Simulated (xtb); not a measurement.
C₃H₄N₂, triplet, geometry from GFN2-xTB (a higher spin typed on purpose: for a closed-shell molecule this is an excited state); GFN0-xTB (xtb).

Here is a job for xtb.
```
$ xtb mol.xyz --gfn 0 --uhf 2 --hess --json

# file mol.xyz
9

C     -0.82603617    -0.82557958    -0.06183474
C     -0.91192132     0.54728596    -0.41268759
N      0.25758407     1.15266958     0.03912072
C      1.13878945     0.01109539     0.25858083
N      0.35478060    -1.12916931     0.39714018
H     -1.62284651    -1.54492843    -0.11309383
H     -1.72599713     1.10848503    -0.82551311
H      0.62500539     1.95091139    -0.46446289
H      2.03229382    -0.07578047    -0.35510750
```

Problem. Write the output that xtb gives for this input, abridged.

Solution. 
```
   ID    Z sym.   atoms
    1    6 C      1, 2, 4
    2    7 N      3, 5
    3    1 H      6-9

           -------------------------------------------------
          |                Calculation Setup                |
           -------------------------------------------------

           -------------------------------------------------
          |                 G F N 0 - x T B                 |
           -------------------------------------------------

          ...................................................
          :                      SETUP                      :
          :.................................................:
          :  # basis functions                  28          :
          :  # atomic orbitals                  28          :
          :  # shells                           18          :
          :  # electrons                        26          :
          :  electronic temp.          300.0000000     K    :
          :  accuracy                    1.0000000          :
          :  -> integral cutoff          0.2500000E+02      :
          :  -> integral neglect         0.1000000E-07      :
          ...................................................

         :::::::::::::::::::::::::::::::::::::::::::::::::::::
         ::                     SUMMARY                     ::
         :::::::::::::::::::::::::::::::::::::::::::::::::::::
         :: total energy             -14.306319243304 Eh    ::
         :: gradient norm              0.054323390872 Eh/a0 ::
         :: HOMO-LUMO gap              2.239168433822 eV    ::
         ::.................................................::
         :: H0 energy                -14.355844271368 Eh    ::
         :: repulsion energy           0.183974139626 Eh    ::
         :: electrostat energy        -0.082227495226 Eh    ::
         :: -> Gsolv                   0.000000000000 Eh    ::
         ::    -> Gsasa                0.000000000000 Eh    ::
         ::    -> Gshift               0.000000000000 Eh    ::
         :: dispersion energy         -0.002237951454 Eh    ::
         :: short-range corr.         -0.049983664881 Eh    ::
         :: add. restraining           0.000000000000 Eh    ::
         :: total charge              -0.000000000000 e     ::
         :::::::::::::::::::::::::::::::::::::::::::::::::::::

           -------------------------------------------------
          |                Numerical Hessian                |
           -------------------------------------------------
step length          :   0.00500
SCC accuracy         :   0.30000
Hessian scale factor :   1.00000
frozen atoms in %    :   0.00000    0
RMS gradient         :   0.05432 !! INCOMPLETELY OPTIMIZED GEOMETRY !!
estimated CPU  time      0.00 min

writing file <hessian>.

 projected vibrational frequencies (cm⁻¹)
eigval :       -0.00    -0.00    -0.00     0.00     0.00     0.00
eigval :      217.83   391.62   557.35   596.85   712.29   723.52
eigval :      791.69   808.37   958.47   981.88  1030.57  1126.45
eigval :     1168.17  1214.48  1251.71  1280.95  1445.66  3064.83
eigval :     3250.02  3271.69  3377.40
           -------------------------------------------------
          |                Property Printout                |
           -------------------------------------------------

    * Orbital Energies and Occupations

         #    Occupation            Energy/Eh            Energy/eV
      -------------------------------------------------------------
         1        2.0000           -0.7159975             -19.4833
         2        2.0000           -0.7029373             -19.1279
         3        2.0000           -0.6255030             -17.0208
         4        2.0000           -0.6060064             -16.4903
         5        2.0000           -0.5924092             -16.1203
         6        2.0000           -0.5820037             -15.8371
         7        2.0000           -0.5371168             -14.6157
         8        2.0000           -0.5243594             -14.2685
         9        2.0000           -0.5194591             -14.1352
        10        2.0000           -0.4969918             -13.5238
        11        2.0000           -0.4643872             -12.6366
        12        2.0000           -0.4541837             -12.3590
        13        1.0000           -0.3985906             -10.8462
        14        1.0000           -0.3145433              -8.5592 (HOMO)
        15                         -0.2322554              -6.3200 (LUMO)
        16                         -0.1407186              -3.8291
        17                         -0.1190035              -3.2383
        18                         -0.1169319              -3.1819
        19                         -0.0977363              -2.6595
        20                         -0.0008867              -0.0241
        21                          0.0481154               1.3093
        22                          0.0921493               2.5075
        23                          0.1508301               4.1043
        24                          0.2100548               5.7159
        25                          0.2733463               7.4381
       ...                                ...                  ...
        28                          0.5665992              15.4179
      -------------------------------------------------------------
                  HL-Gap            0.0822879 Eh            2.2392 eV
             Fermi-level            0.0000000 Eh            0.0000 eV

     #   Z          covCN         q      C6AA      α(0)
     1   6 C        3.052     0.296    23.134     7.864
     2   6 C        2.975     0.121    26.708     8.451
     3   7 N        2.727    -0.809    41.787     9.679
     4   6 C        3.052     0.562    18.831     7.095
     5   7 N        1.873    -0.676    40.248     9.440
     6   1 H        0.926     0.062     2.176     2.307
     7   1 H        0.926     0.083     1.949     2.183
[...]
                             5 N    0.131
     3   7 N    3.319 --     2 C    1.239     4 C    1.000     8 H    0.948
     4   6 C    3.244 --     5 N    1.095     3 N    1.000     9 H    0.972
     5   7 N    2.797 --     1 C    1.457     4 C    1.095     2 C    0.131
     6   1 H    0.996 --     1 C    0.968
     7   1 H    0.988 --     2 C    0.974
     8   1 H    0.969 --     3 N    0.948
     9   1 H    1.005 --     4 C    0.972
 ---------------------------------------------------------------------------

Topologies differ in total number of bonds
Writing topology from bond orders to xtbtopo.mol

 dipole moment from electron density (au)
     X       Y       Z
  -0.9604   1.6598  -1.2806  total (Debye):    5.861

           -------------------------------------------------
          |               Frequency Printout                |
           -------------------------------------------------
 projected vibrational frequencies (cm⁻¹)
eigval :       -0.00    -0.00    -0.00     0.00     0.00     0.00
eigval :      217.83   391.62   557.35   596.85   712.29   723.52
eigval :      791.69   808.37   958.47   981.88  1030.57  1126.45
eigval :     1168.17  1214.48  1251.71  1280.95  1445.66  3064.83
eigval :     3250.02  3271.69  3377.40
 reduced masses (amu)
   1: 12.28   2: 11.38   3: 11.82   4: 11.26   5: 11.78   6: 10.37   7:  7.90   8:  8.58
   9:  4.06  10:  7.33  11:  5.85  12:  9.93  13:  6.25  14:  8.99  15:  6.01  16:  4.43
  17:  4.00  18:  3.52  19:  8.81  20:  9.37  21:  9.70  22: 10.31  23: 12.83  24:  1.84
  25:  1.86  26:  1.89  27:  1.89
 IR intensities (km·mol⁻¹)
   1:  0.88   2:  2.38   3:  1.32   4:  2.55   5:  1.72   6:  1.19   7: 17.14   8:  0.38
   9: 19.50  10:118.92  11:  1.79  12: 19.12  13: 11.03  14:  3.21  15:  2.81  16: 16.11
  17:  7.99  18:  8.04  19:  2.64  20: 14.61  21:  3.52  22:  3.64  23:  3.34  24:  5.72
  25:  6.75  26:  5.00  27: 31.51
 Raman intensities (Ä⁴*amu⁻¹)
   1:  0.00   2:  0.00   3:  0.00   4:  0.00   5:  0.00   6:  0.00   7:  0.00   8:  0.00
   9:  0.00  10:  0.00  11:  0.00  12:  0.00  13:  0.00  14:  0.00  15:  0.00  16:  0.00
  17:  0.00  18:  0.00  19:  0.00  20:  0.00  21:  0.00  22:  0.00  23:  0.00  24:  0.00
Molecule has no symmetry elements
It seems to be the C1 point group
  25:  0.00  26:  0.00  27:  0.00
 output can be read by thermo (or use thermo option).
 writing <g98.out> molden fake output.
 recommended (thermochemical) frequency scaling factor: 1.0
           -------------------------------------------------
          |             Thermodynamic Functions             |
           -------------------------------------------------

c1  symmetry found (for desy threshold:  0.10E+00) used in thermo

          ...................................................
          :                      SETUP                      :
          :.................................................:
          :  # frequencies                          21      :
          :  # imaginary freq.                       0      :
          :  linear?                             false      :
          :  only rotor calc.                    false      :
          :  symmetry                               c1      :
          :  rotational number                       1      :
          :  scaling factor                  1.0000000      :
          :  rotor cutoff                   50.0000000 cm⁻¹ :
          :  imag. cutoff                  -20.0000000 cm⁻¹ :
          :.................................................:

    mode    ω/cm⁻¹     T·S(HO)/kcal·mol⁻¹    T·S(FR)/kcal·mol⁻¹   T·S(vib)
   ------------------------------------------------------------------------
       1    217.83    -0.58946 ( 99.72%)    -0.62026 (  0.28%)    -0.58955
   ------------------------------------------------------------------------

   temp. (K)  partition function   enthalpy   heat capacity  entropy
                                   cal/mol     cal/K/mol   cal/K/mol   J/K/mol
 298.15  VIB   2.39                 1111.023     10.624      5.456
         ROT  0.433E+05              888.752      2.981     24.198
         INT  0.103E+06             1999.775     13.605     29.654
         TR   0.543E+27             1481.254      4.968     38.554
         TOT                        3481.0293    18.5729    68.2083   285.3835

       T/K    H(0)-H(T)+PV         H(T)/Eh          T*S/Eh         G(T)/Eh
   ------------------------------------------------------------------------
    298.15    0.554737E-02    0.698414E-01    0.324080E-01    0.374334E-01
   ------------------------------------------------------------------------

         :::::::::::::::::::::::::::::::::::::::::::::::::::::
         ::                  THERMODYNAMIC                  ::
         :::::::::::::::::::::::::::::::::::::::::::::::::::::
         :: total free energy         -14.268885845928 Eh   ::
         ::.................................................::
         :: total energy              -14.306319243304 Eh   ::
         :: zero point energy           0.064293983581 Eh   ::
         :: G(RRHO) w/o ZPVE           -0.026860586206 Eh   ::
         :: G(RRHO) contrib.            0.037433397376 Eh   ::
         :::::::::::::::::::::::::::::::::::::::::::::::::::::

           -------------------------------------------------
          | TOTAL ENERGY              -14.306319243304 Eh   |
          | TOTAL ENTHALPY            -14.236477886464 Eh   |
          | TOTAL FREE ENERGY         -14.268885845928 Eh   |
          | GRADIENT NORM               0.054323390872 Eh/α |
          | HOMO-LUMO GAP               2.239168433822 eV   |
           -------------------------------------------------
########################################################################
[WARNING] Runtime exception occurred
-1- hessian_numhess: Hessian on incompletely optimized geometry!
########################################################################

normal termination of xtb
```
